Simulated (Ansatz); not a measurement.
# Nudged elastic band run: CH8O2Si2

Input file:

```yaml
crystal:
  periodic: [false, false, false]
  atoms:
    - { symbol: O, position_ang: [1.126073, -0.25344, 2.534574] }
    - { symbol: C, position_ang: [0.113737, -0.13875, 1.498171] }
    - { symbol: Si, position_ang: [1.060802, -0.295876, -0.157595] }
    - { symbol: Si, position_ang: [-0.524533, -0.006829, -1.861356] }
    - { symbol: O, position_ang: [-1.656486, 1.076295, -1.107604] }
    - { symbol: H, position_ang: [0.738301, -0.127409, 3.420813] }
    - { symbol: H, position_ang: [-0.642829, -0.929617, 1.581057] }
    - { symbol: H, position_ang: [-0.405547, 0.825948, 1.526434] }
    - { symbol: H, position_ang: [1.704571, -1.644443, -0.264454] }
    - { symbol: H, position_ang: [2.123423, 0.754625, -0.233612] }
    - { symbol: H, position_ang: [-1.202895, -1.296043, -2.244733] }
    - { symbol: H, position_ang: [0.034741, 0.58625, -3.126953] }
    - { symbol: H, position_ang: [-2.44886, 1.41459, -1.549941] }
basis:
  gaussian: { orbitals: "6-31G" }
hamiltonian:
  xc: cam_b3lyp
  dispersion: d4
neb:
  order_check: false
  images: 7
  f_tol: 0.05
  max_iterations: 40
  final_atoms:
    - { symbol: O, position_ang: [-0.53532712, 0.73218097, 1.48393767] }
    - { symbol: C, position_ang: [0.3520839, -0.43458652, 1.45373277] }
    - { symbol: Si, position_ang: [1.15208803, -0.4640564, -0.30634766] }
    - { symbol: Si, position_ang: [-0.5903682, 0.09276922, -1.79986292] }
    - { symbol: O, position_ang: [-1.52783447, 1.29214724, -0.99213772] }
    - { symbol: H, position_ang: [-0.89728964, 0.89220519, 2.37367897] }
    - { symbol: H, position_ang: [1.12291775, -0.34553353, 2.22674245] }
    - { symbol: H, position_ang: [-0.21875407, -1.35244165, 1.63500084] }
    - { symbol: H, position_ang: [1.74103889, -1.82933749, -0.52002096] }
    - { symbol: H, position_ang: [2.26944094, 0.5345888, -0.32517747] }
    - { symbol: H, position_ang: [-1.39270337, -1.14274057, -2.10474912] }
    - { symbol: H, position_ang: [-0.07091149, 0.64810422, -3.08955269] }
    - { symbol: H, position_ang: [-1.38388316, 1.34200154, -0.02044315] }
  initial_path:
    images:
      - { positions_ang: [[1.126073, -0.25344, 2.534574], [0.113737, -0.13875, 1.498171], [1.060802, -0.295876, -0.157595], [-0.524533, -0.006829, -1.861356], [-1.656486, 1.076295, -1.107604], [0.738301, -0.127409, 3.420813], [-0.642829, -0.929617, 1.581057], [-0.405547, 0.825948, 1.526434], [1.704571, -1.644443, -0.264454], [2.123423, 0.754625, -0.233612], [-1.202895, -1.296043, -2.244733], [0.034741, 0.58625, -3.126953], [-2.44886, 1.41459, -1.549941]] }
      - { positions_ang: [[1.03200101, -0.08104351, 2.53331592], [0.15703778, -0.23207497, 1.49724067], [1.04431576, -0.29108804, -0.17361852], [-0.55942102, 0.00017836, -1.81812264], [-1.650046, 1.14651193, -1.15717491], [0.6065018, -0.04848956, 3.39535326], [-0.33929197, -1.06806643, 1.64980738], [-0.50183825, 0.5136478, 1.49884233], [1.73496876, -1.5998447, -0.34184461], [2.07315298, 0.79411351, -0.23310228], [-1.31343148, -1.26274694, -2.09081167], [-0.0292595, 0.49474696, -3.10761456], [-2.23419187, 1.5994566, -1.63746936]] }
      - { positions_ang: [[0.93792902, 0.09135299, 2.53205784], [0.20033855, -0.32539994, 1.49631035], [1.02782951, -0.28630007, -0.18964205], [-0.59430903, 0.00718573, -1.77488928], [-1.64360601, 1.21672886, -1.20674583], [0.47470261, 0.03042987, 3.36989352], [-0.03575494, -1.20651586, 1.71855776], [-0.59812949, 0.2013476, 1.47125065], [1.76536653, -1.55524641, -0.41923523], [2.02288295, 0.83360201, -0.23259256], [-1.42396796, -1.22945089, -1.93689034], [-0.09326, 0.40324392, -3.08827611], [-2.01952375, 1.78432319, -1.72499772]] }
      - { positions_ang: [[0.84385703, 0.26374948, 2.53079976], [0.24363933, -0.41872492, 1.49538002], [1.01134327, -0.28151211, -0.20566557], [-0.62919705, 0.01419309, -1.73165592], [-1.63716601, 1.28694579, -1.25631674], [0.34290341, 0.10934931, 3.34443378], [0.2677821, -1.34496529, 1.78730814], [-0.69442074, -0.1109526, 1.44365898], [1.79576429, -1.51064811, -0.49662584], [1.97261293, 0.87309052, -0.23208284], [-1.53450444, -1.19615483, -1.78296901], [-0.1572605, 0.31174088, -3.06893767], [-1.80485562, 1.96918979, -1.81252608]] }
      - { positions_ang: [[0.74978504, 0.43614598, 2.52954168], [0.2869401, -0.51204989, 1.4944497], [0.99485703, -0.27672414, -0.2216891], [-0.66408507, 0.02120046, -1.68842257], [-1.63072601, 1.35716272, -1.30588765], [0.21110421, 0.18826874, 3.31897403], [0.57131913, -1.48341472, 1.85605852], [-0.79071198, -0.4232528, 1.4160673], [1.82616205, -1.46604981, -0.57401646], [1.92234291, 0.91257903, -0.23157312], [-1.64504092, -1.16285877, -1.62904768], [-0.221261, 0.22023783, -3.04959922], [-1.59018749, 2.15405638, -1.90005444]] }
      - { positions_ang: [[0.428507, 0.51015472, 2.26814068], [0.30322605, -0.49268405, 1.48427047], [1.03416478, -0.32355721, -0.24285374], [-0.64565585, 0.03909265, -1.71628265], [-1.60500313, 1.34090885, -1.22745017], [-0.06599425, 0.36425285, 3.08265027], [0.70921878, -1.19894443, 1.9487295], [-0.6477225, -0.65555001, 1.47080069], [1.80488126, -1.55687173, -0.56051758], [2.00911742, 0.81808147, -0.25497421], [-1.58195653, -1.15782922, -1.74797304], [-0.18367362, 0.32720443, -3.05958759], [-1.53861141, 1.95104267, -1.43015162]] }
      - { positions_ang: [[0.10722896, 0.58416347, 2.00673968], [0.319512, -0.47331821, 1.47409124], [1.07347253, -0.37039027, -0.26401838], [-0.62722663, 0.05698484, -1.74414274], [-1.57928024, 1.32465498, -1.14901269], [-0.34309271, 0.54023696, 2.8463265], [0.84711844, -0.91447413, 2.04140048], [-0.50473303, -0.88784723, 1.52553407], [1.78360047, -1.64769365, -0.54701871], [2.09589192, 0.72358392, -0.2783753], [-1.51887214, -1.15279967, -1.8668984], [-0.14608624, 0.43417103, -3.06957596], [-1.48703533, 1.74802896, -0.96024879]] }
      - { positions_ang: [[-0.21404908, 0.65817222, 1.74533867], [0.33579795, -0.45395236, 1.46391201], [1.11278028, -0.41722334, -0.28518302], [-0.60879742, 0.07487703, -1.77200283], [-1.55355735, 1.30840111, -1.0705752], [-0.62019118, 0.71622107, 2.61000273], [0.98501809, -0.63000383, 2.13407146], [-0.36174355, -1.12014444, 1.58026746], [1.76231968, -1.73851557, -0.53351983], [2.18266643, 0.62908636, -0.30177638], [-1.45578776, -1.14777012, -1.98582376], [-0.10849886, 0.54113763, -3.07956433], [-1.43545924, 1.54501525, -0.49034597]] }
      - { positions_ang: [[-0.53532712, 0.73218097, 1.48393767], [0.3520839, -0.43458652, 1.45373277], [1.15208803, -0.4640564, -0.30634766], [-0.5903682, 0.09276922, -1.79986292], [-1.52783447, 1.29214724, -0.99213772], [-0.89728964, 0.89220519, 2.37367897], [1.12291775, -0.34553353, 2.22674245], [-0.21875407, -1.35244165, 1.63500084], [1.74103889, -1.82933749, -0.52002096], [2.26944094, 0.5345888, -0.32517747], [-1.39270337, -1.14274057, -2.10474912], [-0.07091149, 0.64810422, -3.08955269], [-1.38388316, 1.34200154, -0.02044315]] }
```

Launched with:

```bash
$ ansatz run input.yaml --threads 1 --pin off --max-ram 2048MiB --backend cpu --events-out ev --progress --plain --runs-dir out
```

Output, in part (warnings, iteration lines, the closing report on the highest movable image, with atoms numbered from 0):

```
NEB end point (image 0): max|allowed force component| = 5.426e-3 eV/Å (the criterion of neb.relax_end_points is 1.000e-2)
NEB end point (image 8): max|allowed force component| = 1.468e-2 eV/Å (the criterion of neb.relax_end_points is 1.000e-2)
NEB iter   1: max|band force component| = 1.898e2 eV/Å  barrier→ = 31.0197 eV  barrier← = 31.2755 eV  Δτ_max = 0.1995 Å  (235 SCF iters)
NEB iter   2: max|band force component| = 2.828e1 eV/Å  barrier→ = 3.3687 eV  barrier← = 3.6244 eV  Δτ_max = 0.1988 Å  (224 SCF iters)
NEB iter   3: max|band force component| = 1.889e1 eV/Å  barrier→ = 1.7968 eV  barrier← = 2.0526 eV  Δτ_max = 0.1893 Å  (207 SCF iters)
NEB iter   4: max|band force component| = 7.210e0 eV/Å  barrier→ = 0.4485 eV  barrier← = 0.7042 eV  Δτ_max = 0.1371 Å  (211 SCF iters)
NEB iter   5: max|band force component| = 2.948e0 eV/Å  barrier→ = 0.1473 eV  barrier← = 0.4031 eV  Δτ_max = 0.1161 Å  (212 SCF iters)
NEB iter   6: max|band force component| = 8.178e-1 eV/Å  barrier→ = 0.1419 eV  barrier← = 0.3977 eV  Δτ_max = 0.0773 Å  (212 SCF iters)
NEB iter   7: max|band force component| = 2.243e-1 eV/Å  barrier→ = 0.1373 eV  barrier← = 0.3931 eV  CI = image 3  Δτ_max = 0.1727 Å  (214 SCF iters)
NEB iter   8: max|band force component| = 5.022e-1 eV/Å  barrier→ = 0.1218 eV  barrier← = 0.3776 eV  CI = image 3  Δτ_max = 0.0911 Å  (208 SCF iters)
NEB iter   9: max|band force component| = 4.323e-1 eV/Å  barrier→ = 0.1182 eV  barrier← = 0.3740 eV  CI = image 3  Δτ_max = 0.0908 Å  (207 SCF iters)
NEB iter  10: max|band force component| = 2.870e-1 eV/Å  barrier→ = 0.1153 eV  barrier← = 0.3711 eV  CI = image 3  Δτ_max = 0.1808 Å  (205 SCF iters)
NEB iter  11: max|band force component| = 2.684e-1 eV/Å  barrier→ = 0.1103 eV  barrier← = 0.3661 eV  CI = image 4  Δτ_max = 0.1831 Å  (211 SCF iters)
NEB iter  12: max|band force component| = 1.542e-1 eV/Å  barrier→ = 0.1135 eV  barrier← = 0.3692 eV  CI = image 4  Δτ_max = 0.1311 Å  (205 SCF iters)
NEB iter  13: max|band force component| = 1.169e-1 eV/Å  barrier→ = 0.1129 eV  barrier← = 0.3687 eV  CI = image 4  Δτ_max = 0.1075 Å  (204 SCF iters)
NEB iter  14: max|band force component| = 1.220e-1 eV/Å  barrier→ = 0.1124 eV  barrier← = 0.3682 eV  CI = image 4  Δτ_max = 0.0403 Å  (206 SCF iters)
NEB iter  15: max|band force component| = 3.878e-2 eV/Å  barrier→ = 0.1120 eV  barrier← = 0.3678 eV  CI = image 4  Δτ_max = 0.0000 Å  (395 SCF iters)
Total energy: -21010.49393733 eV, -772.1214107725 hartree
Atom 0 at     0.747171     0.569660     2.320151 Å, force     0.019717     0.026152     0.015807 eV/Å
Atom 1 at     0.202447    -0.514916     1.520053 Å, force    -0.013615    -0.028953    -0.013585 eV/Å
Atom 2 at     0.996034    -0.322758    -0.227126 Å, force    -0.007620    -0.000626     0.008526 eV/Å
Atom 3 at    -0.683842    -0.027055    -1.849874 Å, force     0.004994     0.009449    -0.001012 eV/Å
Atom 4 at    -1.784535     1.217632    -1.354206 Å, force    -0.014459    -0.006417     0.002538 eV/Å
Atom 5 at     0.391248     0.542809     3.228683 Å, force    -0.003902    -0.000692     0.001598 eV/Å
Atom 6 at     0.456796    -1.495161     1.942677 Å, force     0.000128     0.005660    -0.006018 eV/Å
Atom 7 at    -0.890928    -0.446578     1.456281 Å, force     0.002466     0.000996    -0.004966 eV/Å
Atom 8 at     1.801287    -1.543386    -0.574493 Å, force     0.000552    -0.005185     0.000929 eV/Å
Atom 9 at     1.912742     0.857734    -0.195119 Å, force     0.003155    -0.000112    -0.002980 eV/Å
Atom 10 at    -1.543475    -1.243737    -1.965196 Å, force     0.002946    -0.002461    -0.001507 eV/Å
Atom 11 at    -0.083339     0.266810    -3.198637 Å, force    -0.002285     0.002386     0.004948 eV/Å
Atom 12 at    -1.501108     2.104248    -1.088392 Å, force     0.007925    -0.000196    -0.004276 eV/Å
Dipole moment:     0.084228    -0.159870     0.258067 e Å
```

The run converged. A vibrational analysis at the climbing image gives one clearly imaginary mode, 87i cm⁻¹: a first-order saddle point. Limits of this set-up: no polarisation functions.

Final band (atoms are numbered from 1 in the order of the input):

```json
{"image": "0", "path coordinate (Å)": "0.00", "energy (eV)": "0.000", "dihedral H12–Si4–O5–H13 (°)": "58"}
{"image": "1", "path coordinate (Å)": "0.82", "energy (eV)": "0.011", "dihedral H12–Si4–O5–H13 (°)": "52"}
{"image": "2", "path coordinate (Å)": "1.63", "energy (eV)": "0.072", "dihedral H12–Si4–O5–H13 (°)": "18"}
{"image": "3", "path coordinate (Å)": "2.45", "energy (eV)": "0.087", "dihedral H12–Si4–O5–H13 (°)": "-65"}
{"image": "4", "path coordinate (Å)": "3.27", "energy (eV)": "0.112", "dihedral H12–Si4–O5–H13 (°)": "-71"}
{"image": "5", "path coordinate (Å)": "4.13", "energy (eV)": "0.080", "dihedral H12–Si4–O5–H13 (°)": "-85"}
{"image": "6", "path coordinate (Å)": "4.99", "energy (eV)": "-0.011", "dihedral H12–Si4–O5–H13 (°)": "-116"}
{"image": "7", "path coordinate (Å)": "5.86", "energy (eV)": "-0.167", "dihedral H12–Si4–O5–H13 (°)": "-136"}
{"image": "8", "path coordinate (Å)": "6.72", "energy (eV)": "-0.256", "dihedral H12–Si4–O5–H13 (°)": "-139"}
```

Run time: 16 min on 1 thread of Arm Neoverse N1 (shared host), peak memory 0.25 GiB.
